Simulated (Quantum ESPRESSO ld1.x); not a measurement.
Task: The zinc ion Zn3+, 27 electrons, occupied as [Ar] 3d9. Calculated with ld1.x of Quantum ESPRESSO 7.5: non-relativistic Kohn-Sham, PBE, spin-unpolarised, spherical densities, point nucleus. Some entries of the table are withheld. Estimate them.

| orbital | occ. | eigenvalue (hartree) | r(max) (bohr) |
|---|---|---|---|
| 1s | 2 | (1) | 0.03371 |
| 2s | 2 | -43.1697 | 0.1925 |
| 2p | 6 | (2) | (3) |
| 3s | 2 | -6.12723 | 0.5959 |
| 3p | 6 | (4) | 0.5945 |
| 3d | 9 | (5) | 0.5580 |

Result: 
(1) 1s eigenvalue (hartree): -347.194
(2) 2p eigenvalue (hartree): -38.2325
(3) 2p r(max) (bohr): 0.1535
(4) 3p eigenvalue (hartree): -4.55353
(5) 3d eigenvalue (hartree): -1.87648
